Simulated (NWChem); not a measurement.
Molecule: BeGeH3Cl; SMILES [Cl][Be][GeH3]

```xyz
6

Be     0.0000     0.0000     0.7923
Cl     0.0000     0.0000     2.6136
Ge     0.0000     0.0000    -1.3937
H     -1.2074     0.7658    -1.9743
H      1.2669     0.6627    -1.9743
H     -0.0595    -1.4285    -1.9743
```
Atoms are numbered in this order, from 1.

Results from NWChem. All runs use the structure optimised with PBE0/def2-SVP. Ions are spin-unrestricted doublets at the neutral geometry; other ion states weren't tried.

What does the run give for PBE/def2-SVP? Quantities: vertical ionisation energy, ΔSCF (eV); −ε(HOMO) (eV).


```json
{
 "vertical ionisation energy, ΔSCF (eV)": "10.38",
 "−ε(HOMO) (eV)": "7.13"
}
```
